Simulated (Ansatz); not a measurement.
Reaction (redistribution): `[NH2][W](=[O])(=[O])[F]` + `CC(C)[Si]Cl` → `[O]=[W](=[O])([F])[Cl]` + `CC(C)[Si]N`

Isolated molecules relaxed with PBE0-D4/def2-TZVP in Ansatz; ΔE leaves out vibrations. CCSD(T)/CBS adds triple-zeta CCSD(T) − MP2 to the extrapolated MP2 energy (def2 sets, frozen cores). DFT in def2-TZVPP. Elements past krypton have def2 core potentials. For W outer-core shells are correlated without core-valence functions, which leaves a few kJ/mol of doubt a bond. Each species was taken in one conformer, which may not be the lowest.

```tsv
species	PBE0-D4 energy (Eh)
`[NH2][W](=[O])(=[O])[F]`	-373.36927
`CC(C)[Si]Cl`	-867.88831
`[O]=[W](=[O])([F])[Cl]`	-777.53411
`CC(C)[Si]N`	-463.72886
```

(1) Work out ΔE.

(2) What do rigid-rotor, harmonic-oscillator terms from PBE0-D4/def2-TZVP frequencies (298.15 K, 1 bar) make of the CCSD(T)/CBS value? (Estimate.)

Largest T1 diagnostic among the species: 0.022, so the coupled-cluster value is less sure than usual.

## Answers

(1) ΔE = (-777.53411) + (-463.72886) − (-373.36927) − (-867.88831) = -0.00539 Eh = -3.4 kcal/mol. CCSD(T)/CBS gives -3.8 kcal/mol.

(2) The calculation gave: ΔZPE = +0.8 kcal/mol, ΔH = -3.3 kcal/mol, ΔS = -9 J/(mol·K), ΔG = -2.7 kcal/mol. Modes under 50 cm⁻¹ make the entropy rough.

In def2-TZVPP, CCSD(T) changes the Hartree–Fock value by −2.0 kcal/mol (the triples alone add −0.9 kcal/mol) and MP2 by −4.7 kcal/mol. From r2SCAN to r2SCAN0 (25 % exact exchange), in def2-TZVPP and without D4, ΔE moves by +0.8 kcal/mol.
